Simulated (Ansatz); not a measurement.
The cluster TiSe₂⁺, relaxed as a doublet with UKS PBE0-D4/def2-TZVP in Ansatz, starting from the GFN1-xTB geometry. Force threshold 0.02 eV/Å.

The charge 1 doublet is spin-contaminated (final ⟨S²⟩ up to 0.90, 0.75 for a pure state). The relaxation made no stability test and no search for a lower SCF solution. No other spin state of charge 1 was run. The structure comes from a short search, and lower isomers may exist.

Start:

```xyz
3

Ti   -0.573   -0.653    0.872
Se    1.488   -0.107    0.029
Se   -0.915    0.759   -0.901
```

```csv
step,energy (eV),largest force component (eV/Å),SCF passes
1,-153786.4659,1.252,64
2,-153786.7023,0.787,42
3,-153786.7413,0.176,41
4,-153786.7599,0.292,38
5,-153786.7632,0.020,36
6,-153786.7632,0.000,24
```

Force components are those of the run's own axes.

End:

| atom | x (Å) | y (Å) | z (Å) |
| --- | --- | --- | --- |
| Ti1 | -0.483 | -0.551 | 0.736 |
| Se2 | 1.629 | -0.224 | 0.169 |
| Se3 | -1.146 | 0.775 | -0.905 |

Bonds lost: Se2–Se3 (atoms count from 1). The end is the same structure that another start reached, the lowest one found.

No frequencies were taken in this run, so the end may be a saddle point.

Run time 26 s (4 threads of Arm Neoverse V1 on a shared host).
